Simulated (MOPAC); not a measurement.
MOPAC input (PM3):

```
PM3 FORCE THERMO(298,298) PRECISE LET CHARGE=-1 GEO-OK AUX(PRECISION=9) THREADS=1
Br3Ge

Br   -1.75345004 1   -1.33928052 1   -0.25539343 1
Ge   -0.01058331 1    0.00436529 1    0.78997968 1
Br    2.04002710 1   -0.85367050 1   -0.20712823 1
Br   -0.27696515 1    2.18898568 1   -0.25502373 1
```

From the output:

```
    Br    4   0.064276   1.909413   0.064276   1.964637

          HEAT OF FORMATION =    -122.089468 KCALS/MOLE

          ZERO POINT ENERGY       1.613 KCAL/MOL

           NORMAL COORDINATE ANALYSIS (Total motion = 1 Angstrom)

   Root No.       1         2         3         4         5         6

                 1 E       1 E       1 A1      2 A1      2 E       2 E

                  73.3      73.3      93.2     258.9     314.9     314.9

           1   -0.1723   -0.0296   -0.1464    0.2234   -0.0495   -0.2809
           2   -0.1235    0.2430   -0.1029   -0.0035   -0.0063    0.0031
           3   -0.0762   -0.2064   -0.1406   -0.0048    0.0054    0.0019
           4   -0.1575   -0.0271   -0.1340   -0.1393    0.0689    0.3910
           5   -0.0192   -0.1476    0.1698    0.1764    0.3766    0.0479
           6   -0.0769    0.0924    0.2320    0.2411   -0.2358    0.1908
           7    0.1966   -0.1992    0.1341   -0.0484   -0.0596   -0.0283
           8   -0.1092   -0.1210    0.1185   -0.2181   -0.2682   -0.0948
           9    0.2170    0.0373   -0.1406   -0.0048   -0.0010   -0.0055
          10    0.1188    0.2534    0.1341   -0.0484    0.0465   -0.0460
          11    0.2502    0.0120   -0.1699    0.0614   -0.0676    0.0481
          12   -0.0710    0.0852    0.0704   -0.2093    0.2098   -0.1697

           MASS-WEIGHTED COORDINATE ANALYSIS (NORMAL COORDINATES)

   Root No.       1         2         3         4         5         6

                 1 E       1 E       1 A1      2 A1      2 E       2 E

                  73.3      73.3      93.2     258.9     314.9     314.9

           1   -0.3390   -0.0581   -0.2947    0.4481   -0.0888   -0.5163
           2   -0.2428    0.4785   -0.2071   -0.0071   -0.0113    0.0057
           3   -0.1500   -0.4063   -0.2830   -0.0097    0.0096    0.0035
           4   -0.2953   -0.0506   -0.2571   -0.2662    0.1178    0.6849
           5   -0.0362   -0.2769    0.3257    0.3373    0.6422    0.0836
           6   -0.1441    0.1734    0.4452    0.4610   -0.4019    0.3344
           7    0.3867   -0.3923    0.2699   -0.0972   -0.1067   -0.0519
           8   -0.2148   -0.2381    0.2386   -0.4375   -0.4799   -0.1740
           9    0.4269    0.0732   -0.2830   -0.0097   -0.0017   -0.0101
          10    0.2339    0.4987    0.2699   -0.0972    0.0832   -0.0846
          11    0.4922    0.0235   -0.3419    0.1231   -0.1209    0.0885
          12   -0.1395    0.1679    0.1418   -0.4199    0.3752   -0.3122

          DESCRIPTION OF VIBRATIONS

 VIBRATION          2    1E          ATOM PAIR     ENERGY CONTRIBUTION    RADIAL
 FREQUENCY            73.27         Br1 -- Ge2         +49.7% (128.0%)      0.0%
 TRANSITION DIPOLE   0.0798         Ge2 -- Br4         +30.1% ( 99.7%)      0.3%
 TRAVEL (Ang.)       0.1985         Ge2 -- Br3         +20.1% ( 81.4%)      1.3%
 REDUCED MASS       23.3591
 EFFECTIVE MASS     79.1533
 FORCE CONSTANT      0.0739

 VIBRATION          3    1A1         ATOM PAIR     ENERGY CONTRIBUTION    RADIAL
 FREQUENCY            93.24         Ge2 -- Br3         +33.3% (106.9%)      0.2%
 TRANSITION DIPOLE   0.1049         Ge2 -- Br4         +33.3% (106.9%)      0.2%
 TRAVEL (Ang.)       0.1877         Br1 -- Ge2         +33.3% (106.9%)      0.2%
 REDUCED MASS       20.5166
 EFFECTIVE MASS     77.3263
 FORCE CONSTANT      0.1051

 VIBRATION          4    2A1         ATOM PAIR     ENERGY CONTRIBUTION    RADIAL
 FREQUENCY           258.86         Ge2 -- Br3         +33.3% ( 66.9%)     60.0%
 TRANSITION DIPOLE   0.6101         Ge2 -- Br4         +33.3% ( 66.9%)     60.0%
 TRAVEL (Ang.)       0.1110         Br1 -- Ge2         +33.3% ( 66.9%)     60.0%
 REDUCED MASS       21.1300
 EFFECTIVE MASS     76.9638
 FORCE CONSTANT      0.8342

 VIBRATION          6    2E          ATOM PAIR     ENERGY CONTRIBUTION    RADIAL
 FREQUENCY           314.92         Br1 -- Ge2         +45.0% ( 88.0%)     92.6%
 TRANSITION DIPOLE   1.3938         Ge2 -- Br4         +31.1% ( 73.1%)     60.2%
 TRAVEL (Ang.)       0.0820         Ge2 -- Br3         +23.9% ( 64.1%)     24.4%
 REDUCED MASS       31.8643
 EFFECTIVE MASS     75.5154
 FORCE CONSTANT      1.8619

      SYMMETRY NUMBER FOR POINT-GROUP C3v =  3

          SYSTEM IS A GROUND STATE

 Br3Ge

          MOLECULE IS NOT LINEAR

          THERE ARE  6 GENUINE VIBRATIONS IN THIS SYSTEM
          THIS THERMODYNAMICS CALCULATION IS LIMITED TO
          MOLECULES WHICH HAVE NO INTERNAL ROTATIONS

                    CALCULATED THERMODYNAMIC PROPERTIES
                                          *
   TEMP. (K)   PARTITION FUNCTION   H.O.F.    ENTHALPY  HEAT CAPACITY ENTROPY
                                   KCAL/MOL   CAL/MOLE    CAL/K/MOL  CAL/K/MOL

 298.00  VIB.     0.7134D+02                  2257.1547    10.9245    16.0546
         ROT.     0.5598D+06                   888.2803     2.9808    29.2820
         INT.     0.3993D+08                  3145.4350    13.9053    45.3366
         TRA.     0.5336D+28                  1480.4672     4.9680    43.1103
         TOT.                     -122.089    4625.9022    18.8733    88.4469

   *: NOTE: HEATS OF FORMATION ARE RELATIVE TO THE
            ELEMENTS IN THEIR STANDARD STATE AT 298K
              (=  Standard Enthalpy of Formation).

            Hvib:  Zero-point energy is not included.
                   frequencies of less than zero cm-1 are not included.
            Hrot = (3/2)RT
            Htra = (3/2)RT + pV = (5/2)RT

            Heat capacity is Cp, not Cv

          For more information, see: HTTP://OpenMOPAC.net/Manual/thermochemistry.html

           FORCE CONSTANT IN CARTESIAN COORDINATES (Millidynes/A)

    ATOM   CHEMICAL       X               Y               Z
   NUMBER   SYMBOL  FORCE CONSTANT  FORCE CONSTANT  FORCE CONSTANT

      1      Br        1.961161        0.122264        0.108579
      2      Ge        2.357011        2.214883        1.887831
      3      Br        0.235221        1.848203        0.108580
      4      Br        0.235230        0.294020        1.662754

 **********************
 *                    *
 * JOB ENDED NORMALLY *
 *                    *
 **********************

 == MOPAC DONE ==
```

The dipole moment of an ion depends on the origin.
